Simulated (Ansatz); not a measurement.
Computed with Ansatz (a quantum-chemistry and plane-wave program) with CAM-B3LYP-D3(BJ)/def2-TZVP. No frequencies were computed at this level.

Ansatz 0.2 input:
```yaml
crystal:
  periodic: [false, false, false]
  atoms:
    - { symbol: C, position_ang: [1.975632, -0.295413, -0.140269] }
    - { symbol: Al, position_ang: [0.089101, 0.285901, 0.064148] }
    - { symbol: C, position_ang: [-1.614685, -0.714169, -0.18414] }
    - { symbol: S, position_ang: [-0.168177, 2.404732, 0.658927] }
    - { symbol: H, position_ang: [2.595698, 0.092646, 0.676813] }
    - { symbol: H, position_ang: [2.094083, -1.382983, -0.152546] }
    - { symbol: H, position_ang: [2.422919, 0.083734, -1.06592] }
    - { symbol: H, position_ang: [-2.226859, -0.73373, 0.72525] }
    - { symbol: H, position_ang: [-1.43008, -1.754227, -0.465189] }
    - { symbol: H, position_ang: [-2.246496, -0.281013, -0.968091] }
    - { symbol: H, position_ang: [-1.491136, 2.294521, 0.588578] }
basis:
  gaussian: { orbitals: def2-tzvp }
hamiltonian:
  xc: cam_b3lyp
  dispersion: d3bj
relax:
  max_steps: 150
```

Output:

```
[...]
1198 factors; their error is unknown
416 factors; integrals over basis functions are off by at most 3.3e-6 eV
mean field evaluation 64: about -19622.7815 eV, gradient 9.5e-5 eV
mean field -19622.78146135 eV, -721.1239179055 hartree, gradient 1.0e-5 eV, S^2 0.000000; 0 other end points of the search recorded, 0 dependent functions left out
reference -19622.78160113 eV, -721.1239230423 hartree; 24, 24 occupied and 154, 154 virtual orbitals, 1198 factors
relax step   8: F+E_penalty+E_count = -19622.96790669 eV  Δ(F+E_penalty+E_count) = -2.847e-4 eV  max|allowed force component| = 4.866e-2 eV/Å  Δτ_max = 0.0354 Å  (30 SCF iters, accepted)
these checks for a lower state are left out or cut short: starts, cluster_reference, orbital_swaps, neighbouring_geometries, increment
1198 factors; their error is unknown
416 factors; integrals over basis functions are off by at most 3.3e-6 eV
mean field -19622.78163438 eV, -721.1239242644 hartree, gradient 1.0e-5 eV, S^2 0.000000; 0 other end points of the search recorded, 0 dependent functions left out
reference -19622.78177434 eV, -721.1239294079 hartree; 24, 24 occupied and 154, 154 virtual orbitals, 1198 factors
relax step   9: F+E_penalty+E_count = -19622.96797719 eV  Δ(F+E_penalty+E_count) = -7.050e-5 eV  max|allowed force component| = 1.371e-1 eV/Å  Δτ_max = 0.0862 Å  (30 SCF iters, accepted)
these checks for a lower state are left out or cut short: starts, cluster_reference, orbital_swaps, neighbouring_geometries, increment
1198 factors; their error is unknown
416 factors; integrals over basis functions are off by at most 3.3e-6 eV
mean field -19622.78243297 eV, -721.1239536120 hartree, gradient 1.1e-5 eV, S^2 0.000000; 0 other end points of the search recorded, 0 dependent functions left out
reference -19622.78257285 eV, -721.1239587524 hartree; 24, 24 occupied and 154, 154 virtual orbitals, 1198 factors
relax step  10: F+E_penalty+E_count = -19622.96888438 eV  Δ(F+E_penalty+E_count) = -9.072e-4 eV  max|allowed force component| = 5.922e-2 eV/Å  Δτ_max = 0.0073 Å  (31 SCF iters, accepted)
these checks for a lower state are left out or cut short: starts, cluster_reference, orbital_swaps, neighbouring_geometries, increment
1198 factors; their error is unknown
416 factors; integrals over basis functions are off by at most 3.2e-6 eV
mean field -19622.78298986 eV, -721.1239740772 hartree, gradient 1.0e-5 eV, S^2 0.000000; 0 other end points of the search recorded, 0 dependent functions left out
reference -19622.78312975 eV, -721.1239792183 hartree; 24, 24 occupied and 154, 154 virtual orbitals, 1198 factors
relax step  11: F+E_penalty+E_count = -19622.96946376 eV  Δ(F+E_penalty+E_count) = -5.794e-4 eV  max|allowed force component| = 6.649e-3 eV/Å  Δτ_max = 0.0364 Å  (30 SCF iters, accepted)
these checks for a lower state are left out or cut short: starts, cluster_reference, orbital_swaps, neighbouring_geometries, increment
1198 factors; their error is unknown
416 factors; integrals over basis functions are off by at most 3.1e-6 eV
mean field -19622.77328322 eV, -721.1236173647 hartree, gradient 1.8e-5 eV, S^2 0.000000; 0 other end points of the search recorded, 0 dependent functions left out
reference -19622.77342384 eV, -721.1236225325 hartree; 24, 24 occupied and 154, 154 virtual orbitals, 1198 factors
relax step  12: F+E_penalty+E_count = -19622.95965961 eV  Δ(F+E_penalty+E_count) = +9.804e-3 eV  max|allowed force component| = 5.013e-1 eV/Å  Δτ_max = 0.1976 Å  (28 SCF iters, rejected (line search))
these checks for a lower state are left out or cut short: starts, cluster_reference, orbital_swaps, neighbouring_geometries, increment
1198 factors; their error is unknown
416 factors; integrals over basis functions are off by at most 3.1e-6 eV
mean field evaluation 96: about -19622.7543 eV, gradient 2.1e0 eV
mean field -19622.78361055 eV, -721.1239968874 hartree, gradient 1.1e-5 eV, S^2 0.000000; 0 other end points of the search recorded, 0 dependent functions left out
reference -19622.78375063 eV, -721.1240020350 hartree; 24, 24 occupied and 154, 154 virtual orbitals, 1198 factors
relax step  13: F+E_penalty+E_count = -19622.97004913 eV  Δ(F+E_penalty+E_count) = -5.854e-4 eV  max|allowed force component| = 1.700e-2 eV/Å  Δτ_max = 0.0533 Å  (29 SCF iters, accepted)
these checks for a lower state are left out or cut short: starts, cluster_reference, orbital_swaps, neighbouring_geometries, increment
1198 factors; their error is unknown
416 factors; integrals over basis functions are off by at most 3.1e-6 eV
mean field -19622.78295481 eV, -721.1239727893 hartree, gradient 1.0e-5 eV, S^2 0.000000; 0 other end points of the search recorded, 0 dependent functions left out
reference -19622.78309522 eV, -721.1239779491 hartree; 24, 24 occupied and 154, 154 virtual orbitals, 1198 factors
relax step  14: F+E_penalty+E_count = -19622.96936474 eV  Δ(F+E_penalty+E_count) = +6.844e-4 eV  max|allowed force component| = 1.944e-1 eV/Å  Δτ_max = 0.0976 Å  (30 SCF iters, rejected (line search))
these checks for a lower state are left out or cut short: starts, cluster_reference, orbital_swaps, neighbouring_geometries, increment
1198 factors; their error is unknown
416 factors; integrals over basis functions are off by at most 3.3e-6 eV
mean field -19622.77517568 eV, -721.1236869114 hartree, gradient 1.1e-5 eV, S^2 0.000000; 0 other end points of the search recorded, 0 dependent functions left out
reference -19622.77531566 eV, -721.1236920555 hartree; 24, 24 occupied and 154, 154 virtual orbitals, 1198 factors
relax step  15: F+E_penalty+E_count = -19622.96175097 eV  Δ(F+E_penalty+E_count) = +8.298e-3 eV  max|allowed force component| = 2.940e-1 eV/Å  Δτ_max = 0.0488 Å  (31 SCF iters, rejected (line search))
these checks for a lower state are left out or cut short: starts, cluster_reference, orbital_swaps, neighbouring_geometries, increment
1198 factors; their error is unknown
416 factors; integrals over basis functions are off by at most 3.1e-6 eV
mean field -19622.78389550 eV, -721.1240073591 hartree, gradient 1.0e-5 eV, S^2 0.000000; 0 other end points of the search recorded, 0 dependent functions left out
reference -19622.78403563 eV, -721.1240125087 hartree; 24, 24 occupied and 154, 154 virtual orbitals, 1198 factors
relax step  16: F+E_penalty+E_count = -19622.97033540 eV  Δ(F+E_penalty+E_count) = -2.863e-4 eV  max|allowed force component| = 5.392e-3 eV/Å  Δτ_max = 0.0244 Å  (31 SCF iters, accepted)
these checks for a lower state are left out or cut short: starts, cluster_reference, orbital_swaps, neighbouring_geometries, increment
1198 factors; their error is unknown
416 factors; integrals over basis functions are off by at most 3.1e-6 eV
mean field evaluation 128: about -19622.7843 eV, gradient 2.1e-3 eV
mean field -19622.78433742 eV, -721.1240235993 hartree, gradient 1.0e-5 eV, S^2 0.000000; 0 other end points of the search recorded, 0 dependent functions left out
reference -19622.78447767 eV, -721.1240287532 hartree; 24, 24 occupied and 154, 154 virtual orbitals, 1198 factors
relax step  17: F+E_penalty+E_count = -19622.97076802 eV  Δ(F+E_penalty+E_count) = -4.326e-4 eV  max|allowed force component| = 4.367e-2 eV/Å  Δτ_max = 0.0499 Å  (29 SCF iters, accepted)
these checks for a lower state are left out or cut short: starts, cluster_reference, orbital_swaps, neighbouring_geometries, increment
1198 factors; their error is unknown
416 factors; integrals over basis functions are off by at most 3.1e-6 eV
mean field -19622.78438037 eV, -721.1240251778 hartree, gradient 1.1e-5 eV, S^2 0.000000; 0 other end points of the search recorded, 0 dependent functions left out
reference -19622.78452070 eV, -721.1240303347 hartree; 24, 24 occupied and 154, 154 virtual orbitals, 1198 factors
relax step  18: F+E_penalty+E_count = -19622.97079254 eV  Δ(F+E_penalty+E_count) = -2.452e-5 eV  max|allowed force component| = 1.175e-1 eV/Å  Δτ_max = 0.0596 Å  (29 SCF iters, accepted)
these checks for a lower state are left out or cut short: starts, cluster_reference, orbital_swaps, neighbouring_geometries, increment
1198 factors; their error is unknown
416 factors; integrals over basis functions are off by at most 3.1e-6 eV
mean field -19622.78489004 eV, -721.1240439075 hartree, gradient 1.0e-5 eV, S^2 0.000000; 0 other end points of the search recorded, 0 dependent functions left out
reference -19622.78503031 eV, -721.1240490623 hartree; 24, 24 occupied and 154, 154 virtual orbitals, 1198 factors
relax step  19: F+E_penalty+E_count = -19622.97131196 eV  Δ(F+E_penalty+E_count) = -5.194e-4 eV  max|allowed force component| = 4.278e-2 eV/Å  Δτ_max = 0.0034 Å  (32 SCF iters, accepted)
these checks for a lower state are left out or cut short: starts, cluster_reference, orbital_swaps, neighbouring_geometries, increment
1198 factors; their error is unknown
416 factors; integrals over basis functions are off by at most 3.1e-6 eV
mean field -19622.78517590 eV, -721.1240544127 hartree, gradient 1.0e-5 eV, S^2 0.000000; 0 other end points of the search recorded, 0 dependent functions left out
reference -19622.78531613 eV, -721.1240595662 hartree; 24, 24 occupied and 154, 154 virtual orbitals, 1198 factors
relax step  20: F+E_penalty+E_count = -19622.97159581 eV  Δ(F+E_penalty+E_count) = -2.838e-4 eV  max|allowed force component| = 2.483e-3 eV/Å  Δτ_max = 0.0245 Å  (31 SCF iters, accepted)
these checks for a lower state are left out or cut short: starts, cluster_reference, orbital_swaps, neighbouring_geometries, increment
1198 factors; their error is unknown
416 factors; integrals over basis functions are off by at most 3.1e-6 eV
mean field -19622.78553608 eV, -721.1240676492 hartree, gradient 1.1e-5 eV, S^2 0.000000; 0 other end points of the search recorded, 0 dependent functions left out
reference -19622.78567630 eV, -721.1240728023 hartree; 24, 24 occupied and 154, 154 virtual orbitals, 1198 factors
relax step  21: F+E_penalty+E_count = -19622.97195137 eV  Δ(F+E_penalty+E_count) = -3.556e-4 eV  max|allowed force component| = 3.995e-2 eV/Å  Δτ_max = 0.0691 Å  (29 SCF iters, accepted)
these checks for a lower state are left out or cut short: starts, cluster_reference, orbital_swaps, neighbouring_geometries, increment
1198 factors; their error is unknown
416 factors; integrals over basis functions are off by at most 3.0e-6 eV
mean field evaluation 160: about -19622.7698 eV, gradient 4.2e-2 eV
mean field -19622.78409959 eV, -721.1240148592 hartree, gradient 1.1e-5 eV, S^2 0.000000; 0 other end points of the search recorded, 0 dependent functions left out
reference -19622.78423987 eV, -721.1240200145 hartree; 24, 24 occupied and 154, 154 virtual orbitals, 1198 factors
relax step  22: F+E_penalty+E_count = -19622.97045789 eV  Δ(F+E_penalty+E_count) = +1.493e-3 eV  max|allowed force component| = 2.170e-1 eV/Å  Δτ_max = 0.1048 Å  (30 SCF iters, rejected (line search))
these checks for a lower state are left out or cut short: starts, cluster_reference, orbital_swaps, neighbouring_geometries, increment
1198 factors; their error is unknown
416 factors; integrals over basis functions are off by at most 2.9e-6 eV
mean field -19622.78238996 eV, -721.1239520313 hartree, gradient 1.1e-5 eV, S^2 0.000000; 0 other end points of the search recorded, 0 dependent functions left out
reference -19622.78253030 eV, -721.1239571886 hartree; 24, 24 occupied and 154, 154 virtual orbitals, 1198 factors
relax step  23: F+E_penalty+E_count = -19622.96869075 eV  Δ(F+E_penalty+E_count) = +3.261e-3 eV  max|allowed force component| = 1.407e-1 eV/Å  Δτ_max = 0.0297 Å  (30 SCF iters, rejected (line search))
these checks for a lower state are left out or cut short: starts, cluster_reference, orbital_swaps, neighbouring_geometries, increment
1198 factors; their error is unknown
416 factors; integrals over basis functions are off by at most 3.0e-6 eV
mean field -19622.78573721 eV, -721.1240750406 hartree, gradient 1.1e-5 eV, S^2 0.000000; 0 other end points of the search recorded, 0 dependent functions left out
reference -19622.78587742 eV, -721.1240801931 hartree; 24, 24 occupied and 154, 154 virtual orbitals, 1198 factors
relax step  24: F+E_penalty+E_count = -19622.97213417 eV  Δ(F+E_penalty+E_count) = -1.828e-4 eV  max|allowed force component| = 3.054e-3 eV/Å  Δτ_max = 0.0149 Å  (31 SCF iters, accepted)
1198 factors; their error is unknown
416 factors; integrals over basis functions are off by at most 3.0e-6 eV
mean field evaluation 192: about -19622.7857 eV, gradient 1.2e-2 eV
mean field -19622.78573721 eV, -721.1240750406 hartree, gradient 2.1e-5 eV, S^2 0.000000; 1 other end points of the search recorded, 0 dependent functions left out
reference -19622.78587742 eV, -721.1240801931 hartree; 24, 24 occupied and 154, 154 virtual orbitals, 1198 factors
Total energy: -19622.97227438 eV, -721.1309301551 hartree
Atom 0 at     1.893997    -0.302661    -0.112879 Å, force     0.001683    -0.002251    -0.000120 eV/Å
Atom 1 at     0.071980     0.334128     0.099014 Å, force     0.000443     0.001263    -0.000403 eV/Å
Atom 2 at    -1.523288    -0.711388    -0.280973 Å, force     0.000127     0.000087     0.001033 eV/Å
Atom 3 at    -0.162982     2.391923     0.813896 Å, force    -0.001671    -0.001663     0.000379 eV/Å
Atom 4 at     2.631085     0.382174     0.307293 Å, force    -0.000787    -0.000125    -0.001840 eV/Å
Atom 5 at     2.031479    -1.277858     0.360214 Å, force    -0.000033     0.003054     0.000233 eV/Å
Atom 6 at     2.134051    -0.434514    -1.171507 Å, force    -0.000601    -0.001230     0.001986 eV/Å
Atom 7 at    -2.116702    -0.862264     0.624164 Å, force     0.000296     0.000062    -0.000739 eV/Å
Atom 8 at    -1.285541    -1.695787    -0.686826 Å, force    -0.000100     0.000463    -0.000790 eV/Å
Atom 9 at    -2.171201    -0.202708    -0.998289 Å, force    -0.000317     0.000245    -0.000096 eV/Å
Atom 10 at    -1.502877     2.378953     0.783454 Å, force     0.000960     0.000095     0.000357 eV/Å
Dipole moment:    -0.120771    -0.309993    -0.110851 e Å
```

Cost: around 2.8 core-minutes (rough).
